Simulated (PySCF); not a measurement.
# Stretching CuF

Set-up: Cu cc-pVDZ-PP with ECP10, F cc-pVDZ; scalar-relativistic core potentials (PySCF 2.14). Energies in eV from Cu (3d10 4s1) + F in their ground configurations at the same level. State: ¹Σ⁺ (singlet), closed shell.

```
R (Å)    PBE0
1.495  -2.916
1.564  -3.516
1.634  -3.836
1.686  -3.945
1.738  -3.972
1.790  -3.937
1.860  -3.822
1.947  -3.605
2.051  -3.285
2.190  -2.820
```

Task: Put a parabola through the three lowest points of the PBE0 curve and estimate Re, k and ωe (reduced mass 14.59 u; 1 eV/Å² = 0.16022 mdyn/Å; ωe = 1302.8·√(k/μ) cm⁻¹).

Result: Through R = 1.686, 1.738, 1.79 Å the second-order coefficient is 11.5 eV/Å², so Re ≈ 1.735 Å, k ≈ 3.67 mdyn/Å and ωe ≈ 654 cm⁻¹. A polynomial fit of higher order to the unrounded PBE0 energies gives Re = 1.732 Å, k = 3.72 mdyn/Å, ωe = 657 cm⁻¹; anharmonicity and rounding make the difference.

The higher-order fit for each curve: PBE0: Re = 1.732 Å, ωe = 657 cm⁻¹, De = 3.97 eV.
